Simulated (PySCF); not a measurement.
Results of a calculation; reference values are marked as such.
## Si3H7O2

The system: Si3H7O2, a small molecule (built as: Si site whose three back bonds go to OSiH3, OSiH3, H); neutral, doublet. The structure, one conformer, was relaxed in the gas phase by PBE0-D3(BJ)/def2-SVP. No frequency run checks that it is a minimum.

SMILES: [SiH3]O[SiH]O[SiH3]

Coordinates in Å:
```
Si1    -1.705   -0.585   -0.266
O2     -1.172    0.234    1.074
Si3    -0.206    1.444    1.673
O4     -0.419   -1.240   -1.081
Si5     1.114   -0.956   -1.658
H6     -2.556   -1.722    0.213
H7      1.210    1.222    1.248
H8     -0.290    1.423    3.160
H9     -0.661    2.771    1.161
H10     1.345   -1.830   -2.842
H11     1.256    0.477   -2.062
H12     2.123   -1.264   -0.603
```

EPR values by unrestricted B3LYP, IGLO-III on O Si, pcH-1 on H.

Predict g and the largest hyperfine couplings. Where does the spin sit?

g = 2.0006, 2.0015, 2.0022. The spin sits on Si1 (79 %, bonded to 2 O + 1 H) by Mulliken populations.
| atom | isotope | isotropic (MHz) | dipolar, principal values (MHz) |
| --- | --- | --- | --- |
| Si1 | 29Si | -797.4 | -128.1, 62.5, 65.7 |
| H6 | 1H | 232.6 | -5.4, -1.3, 6.8 |
| O4 | 17O | -35.0 | -24.9, 11.9, 13.0 |
| O2 | 17O | -32.1 | -25.9, 12.4, 13.5 |
| H12 | 1H | 4.3 | -1.1, -0.9, 2.0 |
| H8 | 1H | 2.9 | -1.1, -0.9, 2.0 |

How do the isotropic couplings move with BHandHLYP?

Si1 -797.4 to -828.7 MHz, H6 232.6 to 232.2 MHz, O4 -35.0 to -39.0 MHz, O2 -32.1 to -36.3 MHz.
